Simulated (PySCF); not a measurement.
**Frontier levels across methods**

Compound: C₃H₅FOSi.
Structure used (PBE0-D3(BJ)/def2-SVP), in Å, numbered top down from 1:
```xyz
11
C3H5FOSi angstrom
O     -2.617    1.291   -0.357
Si    -2.002   -0.252   -0.325
C     -0.179   -0.223   -0.100
C      1.030   -0.186    0.053
C      2.476   -0.126    0.219
F      2.922   -1.004    1.170
H     -2.428    1.850    0.402
H     -2.336   -0.849   -1.642
H     -2.568   -1.063    0.792
H      2.970   -0.360   -0.740
H      2.770    0.897    0.512
```

Basis pcSseg-2 throughout (PySCF), one geometry. Isolated species at its PBE0-D3(BJ)/def2-SVP geometry (one conformer only).

How do the orbital energies, the gap and the dipole change with the method?

| method | kind | HOMO (eV) | LUMO (eV) | gap (eV) | μ (D) | SCF cycles |
| --- | --- | --- | --- | --- | --- | --- |
| BLYP | GGA | -6.79 | -1.66 | 5.13 | 1.47 | 16 |
| OPBE | GGA | -6.89 | -1.66 | 5.23 | 1.48 | 17 |
| B97-D | GGA | -6.89 | -1.65 | 5.23 | 1.48 | 17 |
| PBE | GGA | -6.93 | -1.80 | 5.13 | 1.48 | 17 |
| KT2 | GGA | -6.94 | -1.86 | 5.08 | 1.42 | 17 |
| KT3 | GGA | -6.96 | -1.79 | 5.17 | 1.42 | 18 |
| BP86 | GGA | -7.02 | -1.85 | 5.16 | 1.49 | 16 |
| LDA | LDA | -7.07 | -2.05 | 5.02 | 1.49 | 16 |
| B97-2 | global hybrid | -7.90 | -0.88 | 7.02 | 1.48 | 14 |
| B3LYP | global hybrid | -7.94 | -1.10 | 6.84 | 1.47 | 15 |
| PBE0 | global hybrid | -8.16 | -0.88 | 7.28 | 1.49 | 14 |
| mPW1PW91 | global hybrid | -8.18 | -0.88 | 7.31 | 1.49 | 14 |
| BHandHLYP | global hybrid | -9.25 | 0.06 | 9.32 | 1.48 | 13 |
| CAM-B3LYP | range-separated hybrid | -9.52 | 0.14 | 9.66 | 1.48 | 13 |
| wB97X-D | range-separated hybrid | -10.01 | 0.91 | 10.92 | 1.50 | 14 |
| HF | Hartree–Fock | -10.90 | 2.25 | 13.15 | 1.54 | 13 |
| LC-wPBE | range-separated hybrid | -10.91 | 1.30 | 12.21 | 1.49 | 15 |

The HOMO spans 4.12 eV, from BLYP down to LC-wPBE, and the gap runs from 5.02 eV (LDA) to 13.15 eV (HF). Over the methods BLYP (0 %), OPBE (0 %), B97-D (0 %), PBE (0 %), KT2 (0 %), KT3 (0 %), BP86 (0 %), LDA (0 %), B97-2 (21 %), B3LYP (20 %), PBE0 (25 %), mPW1PW91 (25 %), BHandHLYP (50 %), HF (100 %), a straight line through the gap against the share of exact exchange rises by 0.81 eV for each 10 % (correlation coefficient 0.999). The dipole ranges from 1.42 D (KT3) to 1.54 D (HF). This basis has no diffuse functions.
